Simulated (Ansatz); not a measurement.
Calculated with Ansatz (gas phase, PBE0-D4/def2-TZVP geometries, no zero-point term in ΔE). CCSD(T)/CBS is the MP2 limit (def2-TZVPP, def2-QZVPP) plus CCSD(T) − MP2 in def2-TZVPP, frozen cores. This one scheme is used for every species. DFT in def2-TZVPP. One conformer a species, not always the lowest.

Consider the ligand exchange at the Si–O bond: `N[SiH2]O[SiH](N)Cl` + PH₃ → `N[SiH2]P` + `N[SiH](O)Cl`.

```
             level  ΔE (kcal/mol)  difference from CCSD(T)/CBS
            PBE-D4           22.0                         -4.5
         r2SCAN-D4           25.5                         -1.0
           ωB97M-V           27.1                          0.6
            B2PLYP           26.8                          0.3
               PBE           20.8                         -5.7
     HF/def2-TZVPP           30.8                          4.3
    MP2/def2-TZVPP           27.3                          0.8
SCS-MP2/def2-TZVPP           28.3                          1.8
   CCSD/def2-TZVPP           27.7                          1.2
CCSD(T)/def2-TZVPP           27.2                          0.7
     HF/def2-QZVPP           31.2                          4.7
    MP2/def2-QZVPP           27.0                          0.5
SCS-MP2/def2-QZVPP           28.0                          1.5
      HF/CBS(def2)           31.3                          4.8
     MP2/CBS(def2)           26.6                          0.1
    CCSD/CBS(def2)           27.0                          0.5
       CCSD(T)/CBS           26.5                            0
```

Largest T1 diagnostic among the species: 0.013.

From PBE to PBE0 (25 % exact exchange), in def2-TZVPP and without D4, ΔE moves by +1.6 kcal/mol. In def2-TZVPP, CCSD(T) changes the Hartree–Fock value by −3.6 kcal/mol (the triples alone add −0.5 kcal/mol) and MP2 by −3.5 kcal/mol. The D4 term adds +1.8 kcal/mol with B3LYP and +1.2 kcal/mol with PBE0; it sums over pairs of atoms, weighted by their polarisabilities, and B3LYP, whose exchange is more repulsive, gets the larger term.

B3LYP here is the variant with VWN-RPA as its local correlation; programs differ in this.
